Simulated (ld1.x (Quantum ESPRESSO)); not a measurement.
Values are calculated unless marked as measured or tabulated.
Hardness and transferability of assorted potentials

Generated with ld1.x 7.5 (TM, RRKJ, ultrasoft, PAW), atompaw 4.2 or ONCVPSP 4.0.1. The cutoff is in Ry: for ld1.x and atompaw files where the sum of valence levels is converged to 10 mRy in a Bessel basis, for ONCV files where the hardest occupied wave has 1 mHa per electron of residual kinetic energy. The error is the largest all-electron minus pseudo excitation energy over each file’s own four to seven test configurations (ionisations up to +4, promotions, holes and added fractions of an electron), all of which were solved. The labels leave out finer settings (local radius, basis sizes, second energies), which also bear on the numbers. Spin-polarised tests are not counted. The rows are a selection from randomly drawn settings: files with unsolved tests, undetermined cutoffs or missed reference levels are left out.

A true bound ghost makes a file unfit for plane-wave use even where its test errors are small: the radial tests pick states by their node count and pass the ghost by.

```csv
element,potential,cutoff (Ry),largest error (meV),bound ghosts
N,"RRKJ, LDA (PZ), non-relativistic, rc 0.70/2.00/1.95 (spd), local p, core correction yes, reference 2s2 2p3",260,+2644,none
V,"TM, PBEsol, scalar-relativistic, rc 2.65/3.65/1.50 (spd), local s, core correction yes, reference 3d3 4s2 4p0",90,-550,none
In,"ultrasoft, PBE, fully relativistic, rc 2.15/2.50/2.85 (spd), local smoothed, core correction yes, reference 5s2 5p1",6,-234,d5/2
In,"TM, PBE, scalar-relativistic, rc 1.75/2.75/2.65 (spd), local smoothed, core correction no, reference 5s2 5p1",21,+120,none
```

(1) Fill in the row for Bi: TM, LDA (PZ), scalar-relativistic, rc 1.75/2.50/1.15 (spd), local s, core correction yes, reference 5d10 6s2 6p2.5.

(2) Fill in the row for P: TM, PBE, scalar-relativistic, rc 1.30/1.80/2.00 (spd), local d, core correction yes, reference 3s1.75 3p3.25.

(3) Fill in the row for Pt: TM semilocal, PBE, scalar-relativistic, rc 2.92/4.42/1.96 (spd), local p, core correction no, reference 5d9 6s1 6p0.

## Answers

(1) cutoff 90 Ry, largest error -239 meV, bound ghosts: none.

(2) cutoff 35 Ry, largest error +18 meV, bound ghosts: none.

(3) cutoff 40 Ry, largest error -216 meV, bound ghosts: none.
